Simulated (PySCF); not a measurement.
PySCF 2.14 output of an unrestricted B2PLYP calculation on a single atom or ion in aug-cc-pV(Q+d)Z (7s6p5d3f2g, 89 functions), with the non-relativistic Hamiltonian (point nucleus):

```
SCF conv_tol = 1e-09
number electrons alpha = 8  beta = 5
    A. D. Becke.,  Phys. Rev. A 38, 3098 (1988)
    C. Lee, W. Yang, and R. G. Parr.,  Phys. Rev. B 37, 785 (1988)
    B. Miehlich, A. Savin, H. Stoll, and H. Preuss.,  Chem. Phys. Lett. 157, 200 (1989)
cycle= 1 E= -288.76713642387  delta_E= -0.00228  |g|= 0.013  |ddm|= 1.37
cycle= 2 E= -288.767207399123  delta_E= -7.1e-05  |g|= 0.00286  |ddm|= 0.189
cycle= 3 E= -288.767210628873  delta_E= -3.23e-06  |g|= 0.000513  |ddm|= 0.0355
cycle= 4 E= -288.767210907404  delta_E= -2.79e-07  |g|= 2.16e-05  |ddm|= 0.00293
cycle= 5 E= -288.767210907779  delta_E= -3.75e-10  |g|= 1.3e-06  |ddm|= 0.000157
converged SCF energy = -288.767210907779  <S^2> = 3.7500202  2S+1 = 4.0000101
```

The run itself started from symmetry-adapted Hartree-Fock orbitals and held the occupation by maximum overlap, on a logarithmic radial grid, so the iterations belong to that start.

Q: Which element, charge and spin multiplicity is this?

A: Si+ (silicon, charge +1), multiplicity 4; the state was [Ne] 3s1 3p2, high-spin 4P determinant (an excited configuration). The SCF energy lacks the PT2 part of the double hybrid.
